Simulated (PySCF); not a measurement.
A structure optimised at PBE-D3(BJ)/def2-SVP, used in a PySCF frequency run:

```
O
Si 1 1.6729
Si 1 1.6783 2 141.93
H 2 1.5007 1 107.82 3 180.00
H 2 1.5060 4 109.44 1 -120.45
H 2 1.5060 4 109.44 5 -119.10
H 3 1.5081 1 109.96 2 59.22
H 3 1.5081 7 107.71 1 119.82
C 3 1.8678 7 110.99 8 121.68
C 9 1.3478 3 122.54 7 120.13
H 10 1.1036 9 121.01 3 0.00
H 10 1.1038 11 116.75 9 -180.00
H 9 1.1067 10 118.91 11 -180.00
```

Q: Write its SMILES, formula and point group.

A: C=C[SiH2]O[SiH3], C2H8OSi2, Cs

Q: What are its rotational constants (standard atomic weights)?

A: 6.8258, 1.4906, 1.2601 GHz
